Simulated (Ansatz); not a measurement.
The cluster BiF3⁺. Total charge 1; doublet. Geometry PBE-D4/def2-TZVP, that of the neutral singlet; atoms count from 1.

```xyz
4

Bi   -0.670   -0.217    0.318
F    -0.637    0.770   -1.442
F     0.578    1.034    1.294
F     0.729   -1.587   -0.170
```

In the def2 sets Bi takes a core potential; there is no spin–orbit coupling. The structure comes from a short search, and lower isomers may exist.

Problem. Estimate the Mulliken populations from the PBE0/def2-TZVP orbitals of Ansatz.

Solution. 
| atom | charge (e) | spin (α − β) |
| --- | --- | --- |
| Bi1 | 1.75 | 0.16 |
| F2 | -0.25 | 0.28 |
| F3 | -0.25 | 0.28 |
| F4 | -0.25 | 0.28 |
Mulliken values and Mayer orders depend strongly on the basis.

Problem. Where does the spin sit?

Solution. Summed by element: Bi 0.16, F 0.84, of 1 unpaired in all. Largest on single atoms: F2 0.28, F4 0.28, F3 0.28.

Problem. And the Mayer bond orders between bonded heavy atoms (over 0.3)?

Solution. Bi1–F2 0.89 (2.02 Å); Bi1–F3 0.89 (2.02 Å); Bi1–F4 0.89 (2.02 Å).
